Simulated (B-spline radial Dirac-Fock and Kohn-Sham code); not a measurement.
**Binding energies of Ca at several levels of theory**

System: atomic calcium in the configuration [Ar] 4s2.

The density-functional columns are spherical, spin-unpolarised Dirac-Kohn-Sham results without Breit or QED terms: −ε is minus the orbital energy of the initial state and ΔSCF the difference of two total energies, and "half-occupied" is minus the orbital energy with half an electron removed (Slater transition state). The reference in the last column comes from Dirac-Fock ΔSCF + Breit + QED. All numbers are from an atomic code on a B-spline grid, in eV; a selection of levels is shown.

```csv
level,LDA −ε,LDA ΔSCF,LDA half-occupied,PBE −ε,Dirac-Fock
K,3937.4,4053.5,4053.5,3948.8,4047.7
L1,413.0,433.9,433.8,414.3,450.0
L2,337.0,360.8,360.6,337.1,360.6
L3,333.3,356.9,356.7,333.4,357.1
M1,46.83,53.98,53.90,47.09,58.77
M2,28.25,34.95,34.87,28.26,34.00
M3,27.86,34.53,34.45,27.88,33.62
N1,3.86,6.46,6.43,3.77,5.14
```

Problem. Order the estimates of the K (1s) level by their distance from the Dirac-Fock value, nearest first.
A. LDA −ε
B. LDA ΔSCF
C. PBE −ε
D. LDA half-occupied

Solution. B (5.8 eV), D (5.9 eV), C (98.9 eV), A (110.3 eV).

For the outermost level NIST gives 6.113155 eV (measured); the differences from it are LDA −ε -2.25, LDA ΔSCF +0.34, LDA half-occupied +0.31, PBE −ε -2.35, Dirac-Fock -0.97 eV.

Values without a named source are computed, but for edge energies of neutral atoms, which are taken from tables.
